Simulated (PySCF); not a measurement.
B(OH)(NH2)(NMe2) (C2H9BN2O), SMILES OB(N(C)C)N.

The structure is a stationary point at ωB97X-D3(BJ)/def2-SVP. Other conformers were not sampled.

Method: TDA-PBE/def2-SVPD (PySCF).

Vertical excitations. Gas-phase values at a fixed geometry.

```
state  energy (eV)  λ (nm)      f                                            main pairs
-----  -----------  ------  -----  ----------------------------------------------------
S1            4.53     274  0.011                                       HOMO→LUMO 100 %
S2            5.40     230  0.003                                     HOMO→LUMO+1 100 %
S3            5.62     221  0.016                                      HOMO→LUMO+2 99 %
S4            5.71     217  0.002                                      HOMO−1→LUMO 98 %
S5            6.36     195  0.015                    HOMO→LUMO+3 76 %, HOMO→LUMO+4 18 %
S6            6.53     190  0.013                    HOMO→LUMO+4 54 %, HOMO→LUMO+5 36 %
S7            6.58     189  0.015                                    HOMO−1→LUMO+1 91 %
S8            6.73     184  0.130  HOMO→LUMO+5 54 %, HOMO→LUMO+4 18 %, HOMO→LUMO+3 12 %
S9            6.77     183  0.011                                    HOMO−1→LUMO+2 98 %
S10           6.98     178  0.020                                      HOMO→LUMO+6 94 %
T1            4.46     278      0                                       HOMO→LUMO 100 %
T2            5.32     233      0                                      HOMO→LUMO+1 98 %
T3            5.51     225      0                                      HOMO→LUMO+2 93 %
T4            5.60     221      0                                      HOMO−1→LUMO 93 %
```
Triplets are in the Tamm–Dancoff approximation.
